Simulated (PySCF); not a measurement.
Correlation energy of Tl⁺ (thallium, charge +1)

[Xe] 4f14 5d10 6s2, closed-shell 1S. Calculation: PySCF 2.14, in ANO-RCC-VTZP; scalar relativity by spin-free X2C-1e. Frozen: [Xe] 4f14 5d10; 2 electrons correlated.

With two correlated electrons CCSD is exact within the correlated space (frozen core and kept virtual orbitals).

```
level  correlation energy (mhartree)
 CCSD                         -26.59
```

Diagnostics: T1 = 0.0025, D1 = 0.0035, largest double amplitude 0.073.

Cost of the coupled-cluster step: roughly 2 core-seconds, for 2 correlated electrons.

Iterations:

```
CC2 = 0
CCSD nocc = 1, nmo = 54
frozen orbitals [0, 1, 2, 3, 4, 5, 6, 7, 8, 9, 10, 11, 12, 13, 14, 15, 16, 17, 18, 19, 20, 21, 22, 23, 24, 25, 26, 27, 28, 29, 30, 31, 32, 33, 34, 35, 36, 37, 38]
max_cycle = 100
direct = 0
conv_tol = 1e-08
conv_tol_normt = 1e-06
diis_space = 8
diis_start_cycle = 0
Init t2, MP2 energy = -20242.5968148995  E_corr(MP2) -0.0196166988865184
Init E_corr(CCSD) = -0.0196166988871927
cycle = 1  E_corr(CCSD) = -0.0240312682668072  dE = -0.00441456938  norm(t1,t2) = 0.0329621
cycle = 2  E_corr(CCSD) = -0.0256056626540515  dE = -0.00157439439  norm(t1,t2) = 0.0129718
cycle = 3  E_corr(CCSD) = -0.0266011982845815  dE = -0.000995535631  norm(t1,t2) = 0.00527259
cycle = 4  E_corr(CCSD) = -0.0265865996437847  dE = 1.45986408e-05  norm(t1,t2) = 0.000209031
cycle = 5  E_corr(CCSD) = -0.0265868351426267  dE = -2.35498842e-07  norm(t1,t2) = 1.66537e-05
cycle = 6  E_corr(CCSD) = -0.0265862860975351  dE = 5.49045092e-07  norm(t1,t2) = 2.42359e-06
cycle = 7  E_corr(CCSD) = -0.0265864694146495  dE = -1.83317114e-07  norm(t1,t2) = 8.08354e-07
cycle = 8  E_corr(CCSD) = -0.0265864525033761  dE = 1.69112734e-08  norm(t1,t2) = 1.5622e-07
cycle = 9  E_corr(CCSD) = -0.0265864475959267  dE = 4.90744934e-09  norm(t1,t2) = 7.03337e-08
CCSD converged
E(CCSD) = -20242.60378464816  E_corr = -0.02658644759592672
```
